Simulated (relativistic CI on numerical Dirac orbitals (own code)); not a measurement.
## Energy levels of Cr⁺

These numbers are calculated, not measured: Dirac-Coulomb-Breit CI, separate exchange-only KLI orbitals for each configuration, model QED, valence Slater integrals scaled by 0.85, configuration energies shifted to the measured levels that pair with them (semi-empirical) (own radial code, finite nucleus).

Configuration list (outside the closed core [Ar]): 3d5, 3d4.4s, 3d4.4p, 3d3.4s.4p, 3d3.4s2, 3d4.5s, 3d4.4d, 3d4.5p, 3d4.4f, 3d4.5d, 3d4.5f, 3d4.5g, 3d3.4s.5s, 3d3.4p2. Levels of other configurations are missing.

The lowest level is 3d5 6S_5/2, with 99 % of that term; Hund's rules for 3d5 give 6S with J = 5/2, in agreement.

```tsv
No.	Configuration	Term	J	E (cm⁻¹)	%	Next component (%)	Lifetime (s)
1	3d5	6S	5/2	0.0	99	1 3d4.4d 6S	
2	3d4.4s	6D	1/2	11961.8	100		1.63e+01
3	3d4.4s	6D	3/2	12028.7	100		1.58e+01
4	3d4.4s	6D	5/2	12138.0	100		1.52e+01
5	3d4.4s	6D	7/2	12286.4	100		1.43e+01
6	3d4.4s	6D	9/2	12470.4	100		1.34e+01
7	3d4.4s	4D	1/2	20318.8	93	6 3d5 4D	6.54e+02
8	3d4.4s	4D	3/2	20418.6	93	6 3d5 4D	6.91e+02
9	3d4.4s	4D	5/2	20580.4	92	6 3d5 4D	6.31e+02
10	3d4.4s	4D	7/2	20799.4	92	7 3d5 4D	5.38e+02
11	3d5	4G	11/2	21759.5	98	1 3d4.4s 4G	
12	3d5	4G	5/2	21764.7	98	1 3d4.4s 4G	
13	3d5	4G	9/2	21766.5	98	1 3d4.4s 4G	
14	3d5	4G	7/2	21767.2	98	1 3d4.4s 4G	
15	3d5	4P	1/2	24300.0	94	5 3d4.4s 4P	1.70e+02
16	3d5	4P	3/2	24311.0	94	4 3d4.4s 4P	1.21e+01
17	3d5	4P	5/2	24325.6	94	4 3d4.4s 4P	7.95e+00
18	3d5	4D	7/2	27351.4	91	8 3d4.4s 4D	7.51e+01
19	3d5	4D	1/2	27351.8	92	7 3d4.4s 4D	4.98e+01
20	3d5	4D	3/2	27357.4	91	7 3d4.4s 4D	6.08e+01
21	3d5	4D	5/2	27361.0	91	7 3d4.4s 4D	
22	3d4.4s	4H	7/2	29566.4	99		
23	3d4.4s	4H	9/2	29623.2	99		
24	3d4.4s	4H	11/2	29692.6	99		
25	3d4.4s	4H	13/2	29772.9	100		
26	3d4.4s	4P	1/2	31266.5	95	5 3d5 4P	5.10e+00
27	3d5	2I	13/2	31289.2	99		
28	3d5	2I	11/2	31292.5	99		
29	3d4.4s	4P	3/2	31583.2	95	4 3d5 4P	
30	3d4.4s	4F	3/2	31733.9	94	6 3d5 4F	
31	3d4.4s	4F	5/2	31760.2	93	6 3d5 4F	
32	3d4.4s	4F	7/2	31797.9	92	6 3d5 4F	
33	3d4.4s	4F	9/2	31845.4	92	6 3d5 4F	
34	3d4.4s	4P	5/2	32087.6	96	4 3d5 4P	
35	3d4.4s	4G	5/2	33872.5	97	1 3d5 4G	
36	3d4.4s	4G	7/2	33960.8	97	1 4F	
37	3d4.4s	4G	9/2	34046.4	96	1 4F	
38	3d4.4s	4G	11/2	34116.0	95	3 2H	
39	3d5	2D	5/2	34354.1	77	16 2F	
40	3d5	2D	3/2	34494.8	91	5 3d4.4s 2D	
41	3d4.4s	2H	9/2	34733.3	92	5 3d5 2H	
42	3d4.4s	2H	11/2	34914.4	90	5 3d5 2H	
43	3d5	2F	7/2	35297.2	91	8 3d4.4s 2F	
44	3d5	2F	5/2	35441.3	72	14 2D	
45	3d5	4F	5/2	35689.6	88	6 3d4.4s 4F	
46	3d5	4F	7/2	35691.0	90	6 3d4.4s 4F	
47	3d5	4F	3/2	35697.9	88	6 3d4.4s 4F	
48	3d5	4F	9/2	35711.8	90	6 3d4.4s 4F	
49	3d4.4s	2P	1/2	36349.9	98	1 3d3.4p2 2P	
50	3d4.4s	2F	7/2	36735.9	79	18 3d5 2F	
51	3d4.4s	2F	5/2	36748.7	77	20 3d5 2F	
52	3d4.4s	2P	3/2	37001.4	98	1 3d3.4p2 2P	
53	3d4.4s	2G	7/2	37474.8	51	48 3d5 2G	
54	3d5	2G	9/2	37635.0	48	41 3d4.4s 2G	
55	3d5	2H	9/2	37975.1	86	7 3d4.4s 2G	
56	3d5	2H	11/2	37977.4	93	5 3d4.4s 2H	
57	3d4.4s	2I	13/2	39328.6	99		
58	3d4.4s	2I	11/2	39357.9	99		
59	3d4.4s	2G	9/2	39709.6	88	11 3d5 2G	
60	3d4.4s	2G	7/2	39759.8	84	13 3d5 2G	
61	3d4.4s	4D	7/2	39905.1	98	1 3d5 4D	
62	3d4.4s	4D	5/2	39946.1	98	1 3d5 4D	
63	3d4.4s	4D	3/2	39989.4	98	1 3d5 4D	
64	3d4.4s	4D	1/2	40020.2	98	1 3d5 4D	
65	3d4.4s	2G	7/2	41793.2	60	39 3d5 2G	
66	3d4.4s	2G	9/2	41872.8	60	38 3d5 2G	
67	3d5	2F	5/2	42920.8	86	13 3d4.4s 2F	
68	3d5	2F	7/2	42937.2	85	13 3d4.4s 2F	
69	3d4.4s	2S	1/2	42949.1	68	32 3d5 2S	
70	3d4.4s	2D	5/2	45059.9	86	12 3d5 2D
```

Energies count from the lowest computed level; lifetimes are radiative, by E1, M1, E2 decay to levels of this space only; some are left blank where a channel outside the calculation adds to the decay or the decay crosses a small, uncertain gap.

The mean weight of the leading LS term, summed over parents, in these 70 levels is 91 %, and that of the leading jj configuration (from the same eigenvectors) 45 %, so LS coupling describes them better.

Configurations whose levels could be paired with our table of measured levels were shifted onto them, all but the ground configuration, by the median error of their levels; single terms can still be off by 1,000 to 2,000 cm⁻¹ or more, and rates follow the energies as ν³ (E1, M1) or ν⁵ (E2). The others borrow a shift and can be off by several thousand cm⁻¹ or more. The fine structure of a lone outer electron comes out too small, for d and f at times inverted, and misplaced configurations move strength between like terms. 44 of the 44 excited levels that our extract of the measured tables holds in this range could be paired (the sources list more); they are missed by 477 cm⁻¹ on average and 2503 at most, after the shifts were fitted to these levels, and levels without a partner can miss by more.
